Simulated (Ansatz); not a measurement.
The same ligand exchange along the group Mg, Zn, Cd.

Computed with Ansatz on PBE0-D4/def2-TZVP structures; ΔE is electronic, products minus reactants. CBS: MP2 limit from def2 TZ/QZ plus the TZ coupled-cluster correction, frozen cores. This one scheme is used for every species. Functionals use def2-TZVPP. Elements past krypton have def2 core potentials. For Cd, Mg, Zn outer-core shells are correlated without core-valence functions, which leaves a few kJ/mol of doubt a bond. Scalar relativity is left out up to krypton. Each species was taken in one conformer, which may not be the lowest.

```
                                            reaction  B97M-V (kJ/mol)
`[F][Mg][O][SiH3]` + HCl → `[F][Mg][Cl]` + `O[SiH3]`              -48
`[F][Zn][O][SiH3]` + HCl → `[F][Zn][Cl]` + `O[SiH3]`              -73
`[F][Cd][O][SiH3]` + HCl → `[F][Cd][Cl]` + `O[SiH3]`              -93
```

**Question.** Give the CCSD(T)/CBS values in the same order. (Estimate.)

**Answer.** Computed: -40, -73, -95 kJ/mol.

Largest T1 diagnostic: 0.017, for `[F][Zn][O][SiH3]`.
